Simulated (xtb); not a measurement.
Si(F)(H)(SMe)2 (C₂H₇FS₂Si), SMILES CS[SiH](F)SC. All values are semi-empirical tight-binding results from xtb (GFN2-xTB unless named), good for trends rather than for accurate numbers. Geometry optimised at GFN2-xTB. Other conformers were not sampled.

**Question.** Estimate the properties. (An estimate is asked for; the answer gives what the named calculation found.)

**Answer.** 
```
Quantity                                       Result
--------------------------------------  -------------
orbital gap                                   4.08 eV
zero-point energy                       55.5 kcal/mol
G − E(el) at 298.15 K (modified RRHO)   32.8 kcal/mol
static polarisability (D4 model)           96.3 bohr³
solvation energy, GFN2-xTB/ALPB(water)  -0.4 kcal/mol
solvation energy, GFN2-xTB/ALPB(chcl3)  -7.1 kcal/mol
```
